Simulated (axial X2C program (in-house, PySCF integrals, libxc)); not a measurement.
## What spin–orbit coupling does to AlGa

Calculated with an in-house all-electron X2C program for linear molecules (integrals from PySCF). Spin-free means the one-electron spin-free X2C Hamiltonian; two-component (2c) means X2C with spin–orbit coupling and atomic mean-field two-electron Coulomb and Gaunt terms, so the difference of the two also holds small scalar two-electron terms. Basis: Ga dyall-cv3z [9s9p7d4f1g], Al dyall-v3z [8s8p2d1f] (cores contracted in-house); Gaussian nuclei, density fitting, unrestricted open shells. Masses: Ga 68.926 u, Al 26.982 u.

Spin-free state: M_S = 1, Λ = 0 (beyond evenly filled blocks: π+α, π-α); fragments Ga + Al.

```
level  Re (Å)  ωe (cm⁻¹)  De (eV)  μ (D)
 BP86   2.461      274.1    1.517   0.12
```

Dipoles are positive if Al is the positive end.

Two-component determinant lowest at the distance of the search:

Ω = 1 (⟨Sz⟩ = 1.00, ⟨Lz⟩ = 0.00 at BP86); fragments Ga + Al.

| level | Re (Å) | ωe (cm⁻¹) | μ (D) |
| --- | --- | --- | --- |
| BP86 | 2.462 | 273.5 | 0.12 |

**Question.** From the two tables, how do the constants change at the BP86 level (2c against spin-free)?

**Answer.** At the BP86 level Re rises by 0.001 Å and ωe drops by 0.6 cm⁻¹.

Dissociation energies refer to the lowest single-determinant-based atoms at the same level and basis. De is not given where an atomic determinant may have missed its ground term or J level, or where the truncated virtual space spoils (T). Density functionals use the spin component along the axis (collinear). Without a current term, density functionals place determinants with orbital angular momentum somewhat too high. The state is one determinant with fixed occupations, lowest in a PBE0 search at one distance only: followed along the bond, the spin-free determinant M_S = 1, Λ = 1 reaches 0.03 eV lower at PBE0, at Re = 2.710 Å, so the state shown is not the lowest. With several unpaired electrons one determinant need not be a pure state. Open-shell Ω = 0 determinants with evenly filled partner blocks cannot be reached by this program, so the Ω shown need not be the lowest component. At some level and bond length an empty orbital lies below a filled one. This is the Ω = 1 component of a π² triplet; the 0⁺ component is not one determinant and can lie lowest.
